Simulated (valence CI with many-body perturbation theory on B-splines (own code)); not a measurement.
Results of a calculation; reference values are marked as such.
## Assign the levels of Tl

Method: valence CI with perturbative core correlation (CI+MBPT): three valence electrons over a frozen Dirac-Fock core [Xe] 4f14 5d10, radial functions for each j: 11 s, 11 p, 9 d, 7 f, 5 g, 2 h, 1 i, with the one-electron correlation potential Σ1 (screened to all orders), the two-electron term Σ2, the three-electron term Σ3, Breit, model QED; selected single and double excitations, second order for the rest (own B-spline code, finite nucleus).

Set against measurement, 11 paired levels are off by 132 cm⁻¹ on average, the worst by 211. These come from a selection out of the NIST Handbook of Basic Atomic Spectroscopic Data. Levels without a partner in it may be off by more.

```csv
No.,J,Parity,E (cm⁻¹),g
1,1/2,odd,0.0,0.666
2,3/2,odd,7969,1.334
3,1/2,even,26563,2.002
4,1/2,odd,34075,0.666
5,3/2,odd,35074,1.334
6,3/2,even,36043,0.800
7,5/2,even,36117,1.201
8,1/2,even,38568,2.002
9,1/2,odd,41164,0.666
10,3/2,odd,41530,1.334
11,3/2,even,41878,0.800
12,5/2,even,41912,1.201
13,7/2,odd,42167,1.143
14,5/2,odd,42168,0.857
```

Energies count from the lowest level. Strongly mixed levels and levels close to another of their J and parity are left out, so the numbers can have gaps.

**Question.** Give configuration and LS term of each level.

**Answer.** 1: 6s2.6p 2P°; 2: 6s2.6p 2P°; 3: 6s2.7s 2S; 4: 6s2.7p 2P°; 5: 6s2.7p 2P°; 6: 6s2.6d 2D; 7: 6s2.6d 2D; 8: 6s2.8s 2S; 9: 6s2.8p 2P°; 10: 6s2.8p 2P°; 11: 6s2.7d 2D; 12: 6s2.7d 2D; 13: 5f.6s2 2F°; 14: 5f.6s2 2F°.
